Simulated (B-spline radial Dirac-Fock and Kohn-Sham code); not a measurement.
# What relativity does to the binding energies of S²⁺

System: sulfur as S²⁺, 1s2 2s2 2p6 3s2 3p2.

Both columns are ΔSCF binding energies of the configuration average from a B-spline atomic structure program: non-relativistic Hartree-Fock with a point nucleus, and Dirac-Fock with a finite nucleus and the Coulomb interaction alone, averaged over the two j levels with weights 2j+1.

| shell | Hartree-Fock (eV) | Dirac-Fock (eV) | shift (eV) | shift (%) |
| --- | --- | --- | --- | --- |
| 1s | 2503.9 | 2512.3 | +8.41 | +0.34 |
| 2s | 264.9 | 266.3 | +1.37 | +0.52 |
| 2p | 200.6 | 200.6 | -0.03 | -0.02 |
| 3s | 44.59 | 44.74 | +0.15 | +0.34 |
| 3p | 33.31 | 33.30 | -0.01 | -0.02 |

Relativity binds 1s, 2s, 3s more strongly, among those listed most of all 2s in relative terms, and 2p, 3p more weakly.

Values without a named source are computed, but for edge energies of neutral atoms, which are taken from tables.
